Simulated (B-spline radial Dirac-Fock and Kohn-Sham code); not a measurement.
Ni²⁺: non-radiative channels of the M2 vacancy

System: the Ni²⁺ ion, configuration [Ar] 3d8, inside a Watson sphere of charge -2 and radius 3 Å (a model of the Madelung potential; inside it an electron's potential energy is raised by 9.6 eV).

Model: a relativistic independent-particle model: LDA orbitals of the hole state, radiative multipoles to third order, Auger rates from the Coulomb interaction with a continuum orbital, Dirac-Fock energies. Program: a radial finite-basis atomic code. Kinetic energies are configuration averages from the vacuum level; the two-hole energies are estimated from single-hole states.

```tsv
transition	kinetic energy (eV)	width (meV)	share (%)
M2-M4M4	26.35	401	16.1
M2-M4M5	26.63	2040	81.8
M2-M5M5	26.91	54.5	2.2
```

Coster-Kronig rates are the weakest part of this model and often come out 1.5 to 2.5 times too large. The listed channels hold 100 % of the non-radiative rate. Summed by principal shells, of 2.50 eV in all: MMM 100.0 %.

Values without a named source are computed, but for edge energies of neutral atoms, which are taken from tables.
